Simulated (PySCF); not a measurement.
C5H9FO2.
Atom-mapped SMILES: `[CH3:1][CH2:2][C@@H:3]1[CH2:4][O:5][C@@H:6]([F:7])[O:8]1` (hydrogens: H9, H10, H11 on C1; H12, H13 on C2; H14 on C3; H15, H16 on C4; H17 on C6)

Structure optimised with GFN2-xTB, isolated species.

(1) What internal coordinates does the optimisation give?

Results:

(1) 
```csv
bond,length (Å),order
C1–C2,1.523,single
C2–C3,1.527,single
C3–C4,1.545,single
C4–O5,1.424,single
O5–C6,1.358,single
C6–F7,1.398,single
C6–O8,1.358,single
C3–O8,1.435,single
"C1–H9, C1–H10, C1–H11",1.087,single
C2–H12,1.092,single
C2–H13,1.091,single
C3–H14,1.097,single
C4–H15,1.094,single
C4–H16,1.089,single
C6–H17,1.095,single
```

Bonds in one row agree within 0.01 Å and their mean is given. Orders are formal, as drawn. A selection of angles:
```csv
angle,degrees
C2–C1–H9,111.1
C2–C1–H10,109.9
H9–C1–H10,108.4
C1–C2–C3,112.0
C1–C2–H12,110.5
C1–C2–H13,110.0
C3–C2–H12,108.9
C3–C2–H13,107.6
H12–C2–H13,107.8
C2–C3–C4,114.3
C2–C3–O8,109.1
C2–C3–H14,110.2
C4–C3–O8,103.0
C4–C3–H14,111.2
O8–C3–H14,108.7
C3–C4–O5,103.8
C3–C4–H15,111.9
C3–C4–H16,113.3
O5–C4–H15,109.9
O5–C4–H16,107.5
H15–C4–H16,110.2
C4–O5–C6,105.6
O5–C6–F7,109.0
O5–C6–O8,109.4
O5–C6–H17,111.8
F7–C6–O8,108.9
F7–C6–H17,105.5
O8–C6–H17,112.0
C3–O8–C6,107.4
```

Dihedral angles: C1–C2–C3–C4 -75° (synclinal); C2–C3–C4–O5 -110° (anticlinal); C3–C4–O5–C6 -25° (synperiplanar); C4–O5–C6–F7 -84° (synclinal); O5–C6–O8–C3 -29° (synperiplanar); C2–C3–O8–C6 133° (anticlinal).

O5 (cyclic ether oxygen) is bent (angle 105.6°). The 5-membered ring C3–C4–O5–C6–O8 has internal angles of 103.0° to 109.4° (sum 529°, against 540° for a flat polygon); it is puckered, 0.13 Å rms from its mean plane, widest ring torsion 35°. The C–O distances run from 1.358 Å (C6–O8, drawn single) to 1.435 Å (C3–O8, drawn single), a spread of 0.077 Å. Of the pairs four or more bonds apart, C4···H9 is among the closest relative to their van der Waals radii: 2.93 Å, 101 % of the sum of Bondi's values. The C–C distances run from 1.523 Å (C1–C2, drawn single) to 1.545 Å (C3–C4, drawn single), a spread of 0.022 Å. O8 (cyclic ether oxygen) is bent (angle 107.4°).

Point group: C1 (no symmetry element, even within 0.4 Å). Whether it is a minimum is left open (no frequencies). The numbers are those of one conformer.

These are computed values.
